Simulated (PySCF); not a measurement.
Spectrum to structure. Level of theory: TDDFT PBE0/def2-SVPD, vertical, gas phase, core orbitals frozen in the response (PySCF). Geometries: GFN2-xTB, one conformer each.

```
state  ν̃ (cm⁻¹)       f     main configurations (H = HOMO, L = LUMO)
   S1      71730  0.0016                                    H→L (96%)
   S2      74080   0.021                                  H-1→L (88%)
   S3      75690  0.0032                     H→L+1 (71%), H-2→L (17%)
   S4      76360  0.0038                     H-2→L (46%), H→L+2 (40%)
   S5      77680   0.023        H→L+2 (42%), H→L+3 (20%), H→L+1 (15%)
   S6      79030   0.014  H-1→L+1 (48%), H-1→L+2 (25%), H-1→L+3 (12%)
```

Triplets computed (Tamm–Dancoff): 8.69, 8.89 eV.

Orbital energies (eV): HOMO-3 -11.00, HOMO-2 -10.17, HOMO-1 -9.88, HOMO -9.53, LUMO 0.55, LUMO+1 1.11, LUMO+2 1.17.

Question: Which structure fits? All have the formula C4H6F4O.
A. `CO[C@@H](F)CC(F)(F)F`
B. `FCCCOC(F)(F)F`
C. `OC[C@H](F)CC(F)(F)F`

Answer: B. Its S1, at 8.89 eV, is the highest among the candidates; the nearest of the others has S1 at 8.17 eV. S1 is HOMO→LUMO (96%). Löwdin shares by element: HOMO oxygen 31%, carbon 22% or more, fluorine 12% or more (atoms not listed hold the other 35%); LUMO carbon 41% or more, hydrogen 8% or more (atoms not listed hold the other 50%). At the same level the other candidates give, for their lowest levels:
- `CO[C@@H](F)CC(F)(F)F`: 8.17 eV (f 0.015); 8.87 eV (f 0.014); 9.03 eV (f 0.023); 9.17 eV (f 0.035); 9.20 eV (f 0.002); T1 7.97 eV; HOMO -8.83, LUMO 0.61 eV
- `OC[C@H](F)CC(F)(F)F`: 7.48 eV (f 0.009); 8.40 eV (f 0.040); 8.66 eV (f 0.007); 8.85 eV (f 0.002); 8.99 eV (f 0.020); T1 7.12 eV; HOMO -8.58, LUMO 0.40 eV

Conformer computed: `[F:1][CH2:2][CH2:3][CH2:4][O:5][C:6]([F:7])([F:8])[F:9]`: F1–C2–C3–C4 68°, C2–C3–C4–O5 68°, C3–C4–O5–C6 176°, C4–O5–C6–F7 59°.
